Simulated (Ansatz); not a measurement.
Reaction (β-hydride elimination): `C[CH](C)[Al]([Cl])[CH](C)C` → `C[CH](C)[AlH][Cl]` + `C=CC`

Computed with Ansatz on PBE0-D4/def2-TZVP structures; ΔE is electronic, products minus reactants. CBS: MP2 limit from def2 TZ/QZ plus the TZ coupled-cluster correction, frozen cores. DFT in def2-TZVPP. B3LYP here is the variant with VWN-RPA as its local correlation; programs differ in this. Each species was taken in one conformer, which may not be the lowest.

| level | ΔE (kcal/mol) | difference from CCSD(T)/CBS |
| --- | --- | --- |
| LDA (SPW92) | 36.4 | 7.9 |
| revPBE-D4 | 29.1 | 0.6 |
| B3LYP-D4 | 26.5 | -2.0 |
| ωB97X-V | 30.2 | 1.7 |
| B2PLYP | 24.8 | -3.7 |
| PBE-QIDH | 31.6 | 3.1 |
| B3LYP | 21.1 | -7.4 |
| RPA@PBE/def2-TZVPP | 26.8 | -1.7 |
| CCSD(T)/def2-SVP | 28.0 | -0.5 |
| MP2/def2-TZVPP | 31.1 | 2.6 |
| CCSD(T)/CBS | 28.5 | 0 |

Largest T1 diagnostic among the species: 0.010.

From BLYP to BHLYP (50 % exact exchange), in def2-TZVPP and without D4, ΔE moves by +6.1 kcal/mol. Leaving LDA and LC-ωPBE aside and taking each functional with its dispersion term where it has one, the values, not all of them listed here, spread over 7.5 kcal/mol, from BLYP-D4 to PBE0-D4. LDA lies +10.0 kcal/mol from PBE without D4. In def2-TZVPP, CCSD(T) changes the Hartree–Fock value by +10.4 kcal/mol (the triples alone add +0.9 kcal/mol) and MP2 by +13.4 kcal/mol.
